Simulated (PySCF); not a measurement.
## Excited states of Ru⁴⁰⁺ (ruthenium, charge +40)

Ground state [He] 2s2, ¹S. Computed with PySCF 2.14 in an uncontracted even-tempered set (18 s from 2.72 bohr⁻², ratio 2.5; 9 p from 3.57 bohr⁻², ratio 2.7; 8 d from 4.01 bohr⁻², ratio 2.7; 4 f from 120 bohr⁻², ratio 2.7), with the spin-free X2C one-electron Hamiltonian (Gaussian nucleus). Vertical excitation energies in eV without spin-orbit coupling; excited terms of each kind are numbered among those the solver found. Frozen: nothing.

```tsv
term	leading excitation	EOM-EE-CCSD
1 3P°	2s → p	181.31
1 1P°	2s → p	250.83
```

The spin-orbit splitting of the hole, absent here, rivals or exceeds the spacing of these terms, so the LS terms are model states.

Only the lower part of the computed list is shown. Doubly excited terms such as np² are absent. The solver can miss terms. The 7 highest virtual orbitals were dropped.
